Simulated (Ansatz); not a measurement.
Reaction: HSeF (SMILES F[SeH]) → HSe (SMILES [SeH], doublet) + F (doublet) (the F-Se bond breaks)
Each species at its own B3LYP-D3(BJ)/def2-TZVP minimum (Ansatz, a first-principles code).

Total energies in hartree (Ansatz). Radicals and triplets start from unrestricted determinants; spin-orbit coupling is neglected. Correlated methods leave the cores frozen (noble-gas shells, and filled d and f shells in the p block). No relativity.

```tsv
species	HF/cc-pVTZ	CCSD(T)/cc-pVTZ	HF/cc-pVQZ	CCSD(T)/cc-pVQZ	CCSDT(Q)/cc-pVQZ
1: HSeF (selenohypofluorous acid, SMILES F[SeH])	-2499.91167	-2500.35448	-2499.92617	-2500.40724	-2500.40861
2: HSe (SMILES [SeH], doublet)	-2400.45463	-2400.61412	-2400.45803	-2400.62962	-2400.63055
3: F (doublet)	-99.40552	-99.62036	-99.41377	-99.65026	-99.65054
```

Q: Work out the bond dissociation energy (electronic) in kJ/mol: take Hartree-Fock from cc-pVQZ, extrapolate the CCSD(T) correlation energy as X^-3 (X = 3, 4), and add CCSDT(Q) - CCSD(T) in cc-pVQZ. 1 hartree = 2625.5 kJ/mol.

A: 
Species 1: correlation (64·(-0.48107) - 27·(-0.44281))/37 = -0.50899; step -0.00137; E1 = -2499.92617 + (-0.50899) + (-0.00137) = -2500.43653
Species 2: correlation (64·(-0.17159) - 27·(-0.15949))/37 = -0.18042; step -0.00093; E2 = -2400.45803 + (-0.18042) + (-0.00093) = -2400.63938
Species 3: correlation (64·(-0.23649) - 27·(-0.21484))/37 = -0.25229; step -0.00028; E3 = -99.41377 + (-0.25229) + (-0.00028) = -99.66634
-1·E1 +1·E2 +1·E3 = 0.13081 hartree = 343.4 kJ/mol.
